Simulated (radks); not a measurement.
Fractional charge and spin in the 3d shell of iron: the spin-up occupation runs from 3 to 4 and the spin-down occupation from 1 to 2; the fullest corner is Fe+, [Ar] 4s(up 0.5, down 0.5) 3d(up 4, down 2). Method: scalar-relativistic Kohn-Sham, r2SCAN, spin-polarised, spherical densities, finite nucleus; meta-GGA in the generalised Kohn-Sham scheme; Fermi nuclear charge, rms radius of each element as measured or else 0.836 A^(1/3) + 0.57 fm; computed with a radial shooting solver on a logarithmic mesh with Libxc functionals. Energy (eV) above the fullest corner. The planes named below are the two flat planes that join the four corners, with an edge along up + down = one added electron.

down \ up,3,3.25,3.5,3.75,4
1,64.461,52.037,40.801,30.718,21.750
1.25,52.820,41.657,31.642,22.737,14.902
1.5,42.321,32.380,23.543,15.771,9.024
1.75,32.932,24.168,16.465,9.781,4.072
2,24.615,16.985,10.370,4.724,0.000

Corners above the fullest one (they belong to Fe2+ and the next ion): (up 4, down 1) 21.750 eV, (up 3, down 2) 24.615 eV, (up 3, down 1) 64.461 eV. With half an added electron in each spin the energy lies 0.360 eV from the planes, and with half an added electron in spin up alone -2.304 eV. The planes are only a guide here: the flat-plane condition holds for ground states with one frontier orbital, while this shell lies below other occupied shells, so the corners above the fullest one are inner-hole states and not the ground states of those ions.
